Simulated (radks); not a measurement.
The numbers below are computed, except where a source is named.
All-electron atom: Sb46+ in [He] 2s2 2p1 (the NIST ground configuration).

Code: a radial shooting solver on a logarithmic mesh with Libxc functionals. Model: scalar-relativistic Kohn-Sham, r2SCAN, spin-polarised, spherical densities, finite nucleus; open shells are filled with parallel spins first (spin-orbit coupling, left out, can overturn this in heavy ions); meta-GGA in the generalised Kohn-Sham scheme; Fermi nuclear charge, rms radius 4.6802 fm.

Energy parts (hartree):
| part | energy |
|---|---|
| total | -3586.37405 |
| kinetic | 3833.16521 |
| electron-nucleus | -7540.97723 |
| Hartree | 171.39055 |
| exchange-correlation | -49.95258 |

Orbitals (lengths in bohr, moments of r in powers of bohr; <r^-3> diverges for s and p1/2; r(max) is where P^2 peaks):
orbital	occ.	eigenvalue (hartree)	<r^2>	r(max)	<r^-3>
1s up	1	-1271.746	0.001084	0.01832	-
1s down	1	-1271.012	0.001082	0.01832	-
2s up	1	-301.5054	0.01583	0.1003	-
2s down	1	-300.2554	0.01590	0.1005	-
2p up	1	-288.2358	0.01214	0.07947	5750
2p down	0	-286.6762	0.01221	0.07966	5723

The highest occupied level is 2p up at -7843.3 eV. For comparison, the ionisation energy in NIST's Atomic Spectra Database is 8140 eV (theoretical). In exact Kohn-Sham theory the highest level is minus the ionisation energy, but local and semilocal functionals leave it too shallow, through self-interaction and a potential that decays too fast; potentials with the right tail come closer. The electron density at the nucleus is 2.135e+05 e/bohr^3 (large components only). The density falls to 0.001 e/bohr^3 at r = 0.42 bohr. Summed over all electrons, <r^2> = 0.04604 bohr^2, which gives a Langevin (diamagnetic) susceptibility term of -0.0365 x 10^-6 cm^3/mol. The spin density at the nucleus is -2.33 e/bohr^3 (1s -99.24, 2s 96.91).
